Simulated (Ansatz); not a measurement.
Ansatz (a first-principles code) input:

Ansatz 0.2 input:
```yaml
crystal:
  periodic: [false, false, false]
  atoms:
    - {symbol: C, position_ang: [0.02903682, -0.01529440, 0.62041104]}
    - {symbol: I, position_ang: [1.00576688, 1.53984851, -0.04432792]}
    - {symbol: I, position_ang: [-1.00905407, -1.53811707, -0.02590729]}
basis:
  gaussian:
    orbitals: def2-TZVP
hamiltonian:
  xc: b3lyp
  dispersion: d3bj
total_charge: 1
magnetization: {spin_polarized: true, initial_magnetization: 1}
phonons: {temperatures: {t_min: 298.15, t_max: 298.15, t_step: 100}}
```

Problem. What final total energy does it print?

Solution. -633.31968 Eh (B3LYP-D3(BJ)/def2-TZVP). The basis has 131 functions.
